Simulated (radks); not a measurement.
The numbers below are computed, except where a source is named.
Question: The mean radii <r> (bohr) of the occupied orbitals of an atom or ion are listed with their occupations. Level of theory: Dirac Kohn-Sham, PBEsol, spin-unpolarised, spherical densities, finite nucleus; Fermi nuclear charge, rms radius of each element as measured or else 0.836 A^(1/3) + 0.57 fm (a radial shooting solver on a logarithmic mesh with Libxc functionals).

orbital  occ.      <r>
1s1/2       2  0.02972
2s1/2       2   0.1282
2p1/2       2   0.1085
2p3/2       4   0.1138
3s1/2       2   0.3485
3p1/2       2   0.3395
3p3/2       4   0.3506
3d3/2       4   0.3222
3d5/2       6   0.3258
4s1/2       2   0.8404
4p1/2       2   0.8883
4p3/2       4   0.9166
4d3/2     3.2    1.097
4d5/2     4.8    1.110
5s1/2       1    2.236
5p1/2       1    2.660
5p3/2       2    2.750

Name the element and its charge. Open shells, if any, are shared by 2j + 1.

Answer: Z = 49, indium, charge +1: In+ in [Kr] 4d8 5s1 5p3. The 1s radius gives Z: for a bare nucleus <r> = (2 gamma + 1)/(2Z) with gamma = sqrt(1 - (Z/c)^2), 0.02926 bohr for Z = 49, and screening makes it slightly larger (0.02972 here). The occupations add up to 48, and the charge is Z minus that.
